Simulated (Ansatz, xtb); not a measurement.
**Relative energy of two isomers of C4H11B**

Structure I is `CBCCC`, a singlet and structure II is `CCB(C)C`, a singlet. Both are isolated molecules in the gas phase, relaxed with r2SCAN-D4/def2-SVP; the shapes shown needn't be the lowest conformers.

I (Å):

```xyz
16

C    -2.7002   -0.2836    1.3860
C    -0.1906    0.4470    0.5388
C     1.1259    1.0837    0.9905
C     1.6793    0.4257    2.2503
B    -1.4533    0.6574    1.4390
H    -3.6617    0.2502    1.4570
H    -2.6448   -0.8913    2.3131
H    -2.7240   -0.9897    0.5410
H    -1.4780    1.6102    2.1989
H    -0.0513   -0.6183    0.2697
H    -0.5319    0.9140   -0.4156
H     0.9614    2.1595    1.1813
H     1.8810    1.0272    0.1857
H     1.8731   -0.6480    2.0862
H     2.6239    0.8889    2.5767
H     0.9624    0.5069    3.0858
```

II (Å):

```xyz
16

C    -2.3260    0.2794    0.9257
C    -0.9884   -0.4384    1.0915
C     0.2390    1.9718    1.5554
C     1.6267   -0.3589    1.8282
B     0.2860    0.3994    1.5009
H    -2.2590    1.0924    0.1841
H    -2.6567    0.7378    1.8724
H    -3.1294   -0.3987    0.5950
H    -0.7006   -0.9440    0.1441
H    -1.0792   -1.2886    1.7977
H     1.1135    2.4502    2.0230
H    -0.6826    2.3627    2.0182
H     0.1999    2.3256    0.5054
H     1.6499   -1.4237    1.5475
H     2.5148    0.1480    1.4136
H     1.7585   -0.3081    2.9277
```

Quicker runs give these differences E(II) − E(I): GFN2-xTB +0.065 eV; HF/STO-3G −0.424 eV (at GFN2-xTB geometries); r2SCAN-D4/def2-SVP//GFN2-xTB −0.558 eV.

**Question.** Estimate E(II) − E(I) at the level CCSD(T)/def2-SVP + ΔMP2/def2-TZVPP.

**Answer.** Calculated at CCSD(T)/def2-SVP + ΔMP2/def2-TZVPP: E(II) − E(I) = −0.488 eV, so structure II lies lower.

How the difference moves with the method:

| level | geometry | E(II) − E(I) (eV) | departure from the last row (eV) | job, with rough time for the two |
| --- | --- | --- | --- | --- |
| GFN2-xTB | GFN2-xTB | +0.065 | +0.553 | optimisation, 0.59 s |
| HF/STO-3G | GFN2-xTB | −0.424 | +0.064 | single point, 0.78 s |
| r2SCAN-D4/def2-SVP//GFN2-xTB | GFN2-xTB | −0.558 | −0.070 | single point, 6.1 s |
| r2SCAN-D4/def2-SVP | r2SCAN-D4/def2-SVP | −0.534 | −0.046 | optimisation, 84 s |
| HF/def2-SVP | r2SCAN-D4/def2-SVP | −0.441 | +0.047 | part of the CCSD(T) run |
| MP2/def2-SVP | r2SCAN-D4/def2-SVP | −0.469 | +0.019 | part of the CCSD(T) run |
| CCSD(T)/def2-SVP | r2SCAN-D4/def2-SVP | −0.450 | +0.038 | single point |
| CCSD(T)/def2-SVP + ΔMP2/def2-TZVPP | r2SCAN-D4/def2-SVP | −0.488 |  | single point, 80 s |

As drawn, II has 1 C–B, 1 C–H in place of 1 C–C, 1 B–H.

GFN2-xTB puts the two in the other order. The largest departure from CCSD(T)/def2-SVP + ΔMP2/def2-TZVPP is that of GFN2-xTB, 0.553 eV. The last row adds to CCSD(T) the change of the MP2 difference between the two basis sets, here −0.038 eV.

With thermal terms from frequencies at re-optimised GFN2-xTB minima (ideal gas, soft modes damped towards free rotors, one conformer each, 298.15 K, 1 atm): on the last row, ΔE + ΔZPE = −0.484, ΔH = −0.470, ΔG = −0.501 eV.

The correlated steps freeze 5 core orbitals. Codes used: Ansatz 0.2.0, xtb 6.7.1; the last row on 2 threads of Intel(R) Xeon(R) Processor @ 2.70GHz on a shared host.
